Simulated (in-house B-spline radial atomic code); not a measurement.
RPA correlation on LDA exchange-only: neutral strontium

Configuration [Kr] 5s2, mean-field start LDA exchange-only. Computed with an all-electron radial atomic-structure program (B-spline basis): all electrons, scalar-relativistic (spin-free one-electron X2C), finite nucleus, each spin shell either full or empty, empty states to l = 9 with an (l + 1/2)⁻⁴ tail; G0W0 by contour deformation at full frequency.

The highest G0W0 level has too low a weight to be given.

Command:
```bash
python run_gw.py task.json out
```
Settings (radii: box in bohr, nucleus in fm):
```
Z                        38
electrons                38
configuration            [Kr] 5s2
hamiltonian              x2c
method                   lda,
lmax                     9
rms_radius               4.224
spin_polarised           False
box_radius               40
intervals                73
ion_configuration        [Kr] 5s1
```

Cost of the run: 13 s on 1 thread of Arm Neoverse N1, on a shared host.

Energies (hartree):

```
                                     term        value
                         mean-field total  -3171.68051
Hartree-Fock functional on these orbitals  -3177.31311
                      direct second order      -3.2507
                    second-order exchange       0.9388
                         SOSEX correction      0.85053
```

Problem. What is the RPA correlation energy, and what remains with SOSEX?

Solution. RPA gives -2.7896 hartree (-2 eV per electron); RPA + SOSEX gives -1.939, and the second-order doubles -2.3119 hartree (no singles). RPA lacks exchange-type terms and so overcorrelates at short range.

Problem. What does it cost to remove one electron (to [Kr] 5s1) by differences of total energies, each species on its own start (correlation terms add to the Hartree-Fock functional)?

Solution. LDA exchange-only 4.828 eV, Hartree-Fock functional 4.721 eV, + RPA 6.101 eV, + RPA + SOSEX 5.783 eV, + second order 6.644 eV. Tabulated: 5.695 eV (NIST, measured); the calculation leaves out spin-orbit coupling, Breit and QED terms, and what these don't explain is the method's own error.
